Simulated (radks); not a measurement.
Values are calculated unless marked as measured or tabulated.
Cu2+, configuration [Ar] 3d8.5 4d0.5 (fractional occupations, a model configuration). Code: a radial shooting solver on a logarithmic mesh with Libxc functionals. Model: non-relativistic Kohn-Sham, LDA (Slater exchange, Perdew-Wang correlation), spin-polarised, spherical densities, point nucleus; open shells are filled with parallel spins first.

X-ray form factor f0, the Fourier transform of the density (f0(0) = 27):

sin(theta)/lambda (1/angstrom)  f0 (electrons)
0.05                                    26.589
0.1                                     25.600
0.15                                    24.343
0.2                                     22.903
0.25                                    21.319
0.3                                     19.669
0.4                                     16.475
0.5                                     13.722
0.6                                     11.533
0.8                                      8.671
1                                        7.145
1.25                                     6.059
1.5                                      5.244
2                                        3.787
